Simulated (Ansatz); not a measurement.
```xyz
2

N     0.0000    0.0000   -0.8217
S     0.0000    0.0000    0.8217
```

Basis set: 6-31G (spherical functions). Frozen core: 6 orbitals. Correlation on ROHF uses semicanonical orbitals with singles. Charge 0, multiplicity 2.

Computed with Ansatz (development build ahead of 0.2.0); the reference of a correlated method needn't be the lowest determinant of its kind.

(1) Give the atomization energy at this shape (free ground-state atoms in the same class of orbitals less the molecule, no zero-point energy) of doublet NS by UHF-BCCD(T), ROHF-CCSD(T).

Answers

(1)

```json
{"method": "UHF-BCCD(T)", "atomization energy": "51.85 kcal/mol"}
{"method": "ROHF-CCSD(T)", "atomization energy": "51.86 kcal/mol"}
```

Caution: the reference determinant was not shown to be the lowest. Caution for UHF-BCCD(T): the program doubts this total; the unrestricted determinant is spin contaminated. Caution for ROHF-CCSD(T): an unrestricted determinant lies well below; other determinants can give a lower correlated total.

This basis has no polarisation functions and is too small for such energies, which can lie far from measured ones in either direction.
